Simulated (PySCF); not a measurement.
# Mayer bond orders and bond lengths

Species: C8H13ClO.
SMILES with atom numbers: `[CH3:1][C@@H:2]1[CH2:3]/[C:4](=[CH:5]\[Cl:6])[CH2:7][CH2:8][CH2:9][O:10]1` (hydrogens: H11, H12, H13 on C1; H14 on C2; H15, H16 on C3; H17 on C5; H18, H19 on C7; H20, H21 on C8; H22, H23 on C9)

Cartesian coordinates in Å at the GFN2-xTB level; atoms count from 1:
```xyz
23
C8H13ClO angstrom
C      2.6815   -0.2865    0.6579
C      1.3269   -0.1490   -0.0272
C      0.3520    0.6759    0.8427
C     -0.8340    1.1020    0.0353
C     -0.8458    2.2268   -0.6692
Cl     0.4545    3.3634   -0.6776
C     -2.0104    0.1664   -0.0253
C     -1.5913   -1.3078   -0.0980
C     -0.3565   -1.5570   -0.9764
O      0.8581   -1.4590   -0.2715
H      2.5568   -0.7474    1.6339
H      3.3291   -0.9199    0.0584
H      3.1439    0.6894    0.7752
H      1.4536    0.3755   -0.9905
H      0.0445    0.0704    1.6952
H      0.8836    1.5552    1.2074
H     -1.6757    2.5350   -1.2852
H     -2.6299    0.3154    0.8643
H     -2.6212    0.4192   -0.8939
H     -1.3641   -1.6906    0.8981
H     -2.4279   -1.8868   -0.4911
H     -0.3587   -0.8764   -1.8400
H     -0.3737   -2.5875   -1.3432
```

Bond orders from the PBE0/pcSseg-1 density (PySCF). Isolated species at its GFN2-xTB geometry (one conformer only).

**Question.** Where do the orders between heavy atoms depart from those drawn in the SMILES?

**Answer.** The largest departure is 0.163, at C4–C5 (drawn double, 1.837).

**Question.** Set the Mayer orders of the bonds between heavy atoms beside their lengths.

**Answer.** 
| bond | drawn as | length (Å) | Mayer order |
| --- | --- | --- | --- |
| C1–C2 | single | 1.524 | 1.051 |
| C2–C3 | single | 1.545 | 0.965 |
| C3–C4 | single | 1.497 | 1.056 |
| C4–C5 | double | 1.327 | 1.837 |
| C5–Cl6 | single | 1.727 | 1.028 |
| C4–C7 | single | 1.504 | 1.024 |
| C7–C8 | single | 1.534 | 1.034 |
| C8–C9 | single | 1.536 | 1.026 |
| C9–O10 | single | 1.408 | 0.938 |
| O10–C2 | single | 1.413 | 0.911 |

By pair of heavy elements: C–C: lowest C2–C3 (0.965, 1.545 Å), highest C4–C5 (1.837, 1.327 Å); in 1 of the 21 pairs the longer bond (by over 0.003 Å) has the higher order (by 0.02 or more). C–O: lowest O10–C2 (0.911, 1.413 Å), highest C9–O10 (0.938, 1.408 Å).

**Question.** And the bonds to hydrogen?

**Answer.** C–H: 0.92 to 0.96 (13 bonds).

**Question.** Sum the orders of all bonds at each heavy atom with more than one neighbour and set the sums beside the valence in the SMILES.

**Answer.** C1 3.932 (drawn 4), C2 3.859 (drawn 4), C3 3.866 (drawn 4), C4 3.917 (drawn 4), C5 3.804 (drawn 4), C7 3.934 (drawn 4), C8 3.946 (drawn 4), C9 3.857 (drawn 4), O10 1.849 (drawn 2). Orders between atoms that aren't bonded are not in these sums.

Mayer orders depend on the basis set.

These values come from a run that also computed NMR shieldings. Time: 60 s wall; peak memory 1.2 GiB. Hardware: an Arm Neoverse V1 with one thread, no GPU, shared host with 32 logical CPUs at a one-minute load of 12.
